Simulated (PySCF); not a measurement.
## Molecular orbitals of HgC

M06-L at R = 2.199 Å; PySCF, scalar-relativistic core potentials, basis sets Hg def2-SVP with ECP60, C def2-SVP. State: ³Σ⁻ (triplet), unpaired electrons π ↑↑. Only the outer orbitals are listed, counted within each symmetry, core potentials removing the inner ones.

```tsv
spin	orbital	occ.	ε (eV)	on Hg (%)	main shells (%)
α	2π	1	-11.60	98	98 Hg d
α	2π	1	-11.60	98	98 Hg d
α	1δ	1	-11.33	100	100 Hg d
α	1δ	1	-11.33	100	100 Hg d
α	5σ	1	-11.23	82	80 Hg d, 16 C s
α	6σ	1	-7.54	71	70 Hg s, 23 C p
α	3π	1	-5.35	7	93 C p
α	3π	1	-5.35	7	93 C p
α	7σ	0	-3.75	41	59 C p, 22 Hg s, 17 Hg p
α	4π	0	0.02	96	96 Hg p
α	4π	0	0.02	96	96 Hg p
β	4σ	1	-13.22	58	51 Hg d, 38 C s
β	2π	1	-11.55	99	99 Hg d
β	2π	1	-11.55	99	99 Hg d
β	1δ	1	-11.32	100	100 Hg d
β	1δ	1	-11.32	100	100 Hg d
β	5σ	1	-10.33	60	46 Hg d, 40 C s, 13 Hg s
β	6σ	1	-6.88	72	69 Hg s, 17 C s, 11 C p
β	7σ	0	-2.71	33	66 C p, 22 Hg p, 10 Hg s
β	3π	0	-2.29	33	67 C p, 32 Hg p
β	3π	0	-2.29	33	67 C p, 32 Hg p
```

Problem. Which are the highest filled and the lowest empty level, where do they sit, and how wide is the gap?

Solution. Highest filled α 3π at -5.35 eV (in %: 93 C p); lowest empty α 7σ at -3.75 eV (in %: 59 C p, 22 Hg s, 17 Hg p); the gap at M06-L is 1.60 eV.

- bond order (Mayer): 0.98
- ⟨S²⟩: 2.035
- charge on Hg (Mulliken, basis-dependent): 0.27
- charge on Hg (Löwdin, basis-dependent): 0.16
- dipole moment (positive dipole means Hg(−)C(+)): -2.73 D

Spin–orbit coupling is left out. The state is the lowest determinant that a PBE0 search found; another state may lie lower at other levels.
